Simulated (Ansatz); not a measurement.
Geometry optimisation, RKS revPBE-D4/def2-SVP in Ansatz.

input.yaml

```yaml
crystal:
  periodic: [false, false, false]
  atoms:
    - { symbol: Si, position_ang: [-0.658319, -0.5663, 1.393553] }
    - { symbol: O, position_ang: [1.77069, -0.369961, -0.47655] }
    - { symbol: O, position_ang: [-1.196561, 0.051708, -0.049316] }
    - { symbol: Si, position_ang: [-0.621107, 1.194228, -1.170277] }
    - { symbol: H, position_ang: [0.371051, 0.301877, 2.046496] }
    - { symbol: H, position_ang: [-1.848012, -0.782798, 2.270337] }
    - { symbol: H, position_ang: [2.057013, -0.824677, 0.335793] }
    - { symbol: Cl, position_ang: [0.206609, -2.491312, 1.172369] }
    - { symbol: H, position_ang: [1.445913, -1.129413, -1.001258] }
    - { symbol: H, position_ang: [0.328392, 2.160971, -0.526634] }
    - { symbol: H, position_ang: [-0.012298, 0.515215, -2.36384] }
    - { symbol: H, position_ang: [-1.84337, 1.940562, -1.630573] }
basis:
  gaussian: { orbitals: def2-SVP }
hamiltonian:
  xc: revpbe
  dispersion: d4
relax:
  f_tol: 0.03
  max_steps: 50
```

Command:

```bash
$ ansatz run input.yaml --threads 2 --pin off --max-ram 3072MiB --backend cpu --events-out ev --progress --plain --runs-dir out
```

Question: Where does it end, and by what steps?

Answer: The forces met the threshold. The force dipped under the threshold on the way, but the program's further checks kept it going. After 22 steps the energy has fallen by 0.059 eV; H7 moved furthest, 0.71 Å.

| step | energy less start (eV) | largest force component (eV/Å) | accepted |
| --- | --- | --- | --- |
| 0 | 0.0000 | 0.191 | yes |
| 1 | 0.0061 | 0.823 | no |
| 2 | -0.0093 | 0.258 | yes |
| 3 | -0.0119 | 0.483 | yes |
| 4 | -0.0118 | 0.763 | no |
| 5 | -0.0209 | 0.139 | yes |
| 6 | -0.0275 | 0.112 | yes |
| 7 | -0.0348 | 0.308 | yes |
| 8 | -0.0291 | 0.760 | no |
| 9 | -0.0418 | 0.239 | yes |
| 10 | -0.0494 | 0.054 | yes |
| 11 | -0.0521 | 0.236 | yes |
| 12 | -0.0485 | 0.332 | no |
| 13 | -0.0551 | 0.105 | yes |
| 14 | -0.0565 | 0.051 | yes |
| 15 | -0.0577 | 0.023 | yes |
| 16 | -0.0539 | 0.139 | no |
| 17 | -0.0584 | 0.043 | yes |
| 18 | -0.0555 | 0.216 | no |
| 19 | -0.0587 | 0.031 | yes |
| 20 | -0.0588 | 0.058 | yes |
| 21 | -0.0589 | 0.036 | yes |
| 22 | -0.0592 | 0.013 | yes |

```xyz
12
Properties=species:S:1:pos:R:3
Si -0.687 -0.636 1.398
O 1.754 -0.315 -0.502
O -1.159 0.353 0.165
Si -0.622 1.183 -1.214
H 0.498 -0.120 2.160
H -1.860 -0.841 2.301
H 2.308 -0.159 0.285
Cl -0.175 -2.560 0.696
H 1.538 -1.267 -0.431
H 0.480 2.147 -0.888
H -0.253 0.238 -2.317
H -1.823 1.976 -1.654
```

Whether the end is a true minimum wasn't checked by a vibrational analysis.

Run time: 20 s on 2 threads of AMD EPYC 9R45 96-Core Processor (Zen 5), on a shared host, peak memory 0.18 GiB.
